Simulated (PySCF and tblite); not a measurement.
The numbers below are computed, except where a source is named.
System: C₆H₇NSe, numbered as in [cH:1]1[cH:2][se:3][c:4]([CH:5]2[CH2:6][CH2:7]2)[n:8]1.

For the rotation about the C4–C5 bond (torsion Se3–C4–C5–C6 from -35° to 146°, rising): electronic barrier 1.67 kcal/mol, zero-point change -0.10 kcal/mol, thermal and entropy terms at 350 K a further 0.52 kcal/mol (symmetry numbers apart). The minimum is Cs, the saddle C1. Geometries: GFN2-xTB; energies: PBE0/pcSseg-1 + D3(BJ); zero-point and thermal terms from GFN2-xTB harmonic modes (soft modes blended into free rotors). Rate constants are transition-state-theory values, counting equivalent paths, without tunnelling. Run with tblite and PySCF.

Question: How many equivalent paths lead out of the minimum?

Answer: 2: the symmetry number of the minimum is 1, that of the saddle displaced along its mode 1, and the displaced saddle is chiral while the minimum is not, which doubles the count.

Question: Work out the rate at 350 K.

Answer: ΔG‡ = 2.09 kcal/mol; k_B T/h = 7.3×10¹² s⁻¹; exp(−ΔG‡/RT) = 0.05; times 2 gives k = 7.2×10¹¹ s⁻¹. Wigner's tunnelling factor for the 49i cm⁻¹ mode would be 1.00.

The barrier is low, and the GFN2-xTB saddle may lie off the DFT one, so take it as rough. Spin–orbit effects of heavy atoms on shieldings are missing.
